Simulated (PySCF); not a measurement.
Compound: 2,6-difluoropyridine, C₅H₃F₂N.
SMILES: `Fc1nc(ccc1)F`

Theory: PBE0/pcSseg-1 in PySCF (dipole) on a GFN2-xTB geometry, gas phase.

Take the most abundant isotopes and a rigid rotor. 

**Question.** What are A, B and C (cm⁻¹)?

**Answer.** Ia = 134.64, Ib = 264.83, Ic = 399.47 u·Å²; 505379 MHz·u·Å²/I gives 3754, 1908 and 1265 MHz, that is A = 0.12521, B = 0.06365, C = 0.04220 cm⁻¹.

**Question.** Classify the top.

**Answer.** An asymmetric top: κ = (2 × 1908 − 3754 − 1265)/(3754 − 1265) = -0.48.

**Question.** Is it planar, by Δ = Ic − Ia − Ib?

**Answer.** Planar: Δ = Ic − Ia − Ib = 0.00 u·Å². For a rigid frame Δ = −2 Σ m c², so it vanishes when all atoms lie in the ab plane; here none is more than 0.01 Å from it.

**Question.** Give the coordinates in the principal-axis frame, origin at the centre of mass.

**Answer.** The sense of each axis is arbitrary; atoms in the order of the calculation.
```
atom  mass (u)   a (Å)   b (Å)  c (Å)
  F1    18.998  -2.241  -0.966  0.000
  C2    12.000  -1.120  -0.244  0.000
  C3    12.000  -1.198   1.140  0.000
  C4    12.000   0.000   1.836  0.000
  C5    12.000   1.199   1.140  0.000
  C6    12.000   1.120  -0.245  0.001
  F7    18.998   2.241  -0.966  0.000
  N8    14.003   0.000  -0.931  0.000
  H9     1.008  -2.155   1.634  0.000
 H10     1.008   0.000   2.916  0.000
 H11     1.008   2.155   1.634  0.000
```

**Question.** List the rotational levels J(Ka,Kc) to J = 2 (K).

**Answer.** Above 0(0,0), as E/k:
J = 1: 1(0,1) 0.152, 1(1,1) 0.241, 1(1,0) 0.272
J = 2: 2(0,2) 0.450, 2(1,2) 0.515, 2(1,1) 0.607, 2(2,1) 0.873, 2(2,0) 0.880

**Question.** Predict some low-J microwave lines.

**Answer.** The dipole components are |μa| = 0.00 D, |μb| = 3.85 D, |μc| = 0.00 D; the symmetry axis of this C2v structure is b, so μa and μc vanish by symmetry and there are no a-type or c-type lines. Some lines, for components of 0.1 D or more:

```json
{"type": "b", "branch": "R", "J(Ka,Kc)": "4(2,2) ← 3(3,1)", "MHz": "3459", "lower level (cm⁻¹)": "1.288"}
{"type": "b", "branch": "R", "J(Ka,Kc)": "2(0,2) ← 1(1,1)", "MHz": "4361", "lower level (cm⁻¹)": "0.167"}
{"type": "b", "branch": "Q", "J(Ka,Kc)": "3(1,2) ← 3(0,3)", "MHz": "4661", "lower level (cm⁻¹)": "0.613"}
{"type": "b", "branch": "Q", "J(Ka,Kc)": "4(2,2) ← 4(1,3)", "MHz": "5412", "lower level (cm⁻¹)": "1.223"}
{"type": "b", "branch": "Q", "J(Ka,Kc)": "2(2,0) ← 2(1,1)", "MHz": "5677", "lower level (cm⁻¹)": "0.422"}
{"type": "b", "branch": "Q", "J(Ka,Kc)": "4(1,3) ← 4(0,4)", "MHz": "6729", "lower level (cm⁻¹)": "0.999"}
{"type": "b", "branch": "R", "J(Ka,Kc)": "2(1,2) ← 1(0,1)", "MHz": "7549", "lower level (cm⁻¹)": "0.106"}
{"type": "b", "branch": "R", "J(Ka,Kc)": "3(0,3) ← 2(1,2)", "MHz": "7653", "lower level (cm⁻¹)": "0.358"}
{"type": "b", "branch": "R", "J(Ka,Kc)": "5(2,3) ← 4(3,2)", "MHz": "7898", "lower level (cm⁻¹)": "1.719"}
{"type": "b", "branch": "R", "J(Ka,Kc)": "3(1,3) ← 2(0,2)", "MHz": "9818", "lower level (cm⁻¹)": "0.313"}
{"type": "b", "branch": "Q", "J(Ka,Kc)": "4(2,3) ← 4(1,4)", "MHz": "9918", "lower level (cm⁻¹)": "1.013"}
{"type": "b", "branch": "R", "J(Ka,Kc)": "4(1,4) ← 3(0,3)", "MHz": "11997", "lower level (cm⁻¹)": "0.613"}
{"type": "b", "branch": "R", "J(Ka,Kc)": "5(1,4) ← 4(2,3)", "MHz": "13031", "lower level (cm⁻¹)": "1.344"}
{"type": "b", "branch": "Q", "J(Ka,Kc)": "5(4,2) ← 5(3,3)", "MHz": "14965", "lower level (cm⁻¹)": "2.259"}
{"type": "b", "branch": "R", "J(Ka,Kc)": "3(2,2) ← 2(1,1)", "MHz": "15056", "lower level (cm⁻¹)": "0.422"}
{"type": "b", "branch": "Q", "J(Ka,Kc)": "5(5,0) ← 5(4,1)", "MHz": "19194", "lower level (cm⁻¹)": "2.759"}
{"type": "b", "branch": "R", "J(Ka,Kc)": "4(4,1) ← 3(3,0)", "MHz": "27873", "lower level (cm⁻¹)": "1.289"}
{"type": "b", "branch": "R", "J(Ka,Kc)": "5(2,3) ← 4(1,4)", "MHz": "29073", "lower level (cm⁻¹)": "1.013"}
{"type": "b", "branch": "R", "J(Ka,Kc)": "5(4,2) ← 4(3,1)", "MHz": "31010", "lower level (cm⁻¹)": "1.724"}
{"type": "b", "branch": "R", "J(Ka,Kc)": "5(5,1) ← 4(4,0)", "MHz": "35391", "lower level (cm⁻¹)": "2.219"}
```

Not checked by GFN2-xTB frequencies. Zero-point vibration and centrifugal distortion are left out. Quadrupole hyperfine structure (14N) is left out.
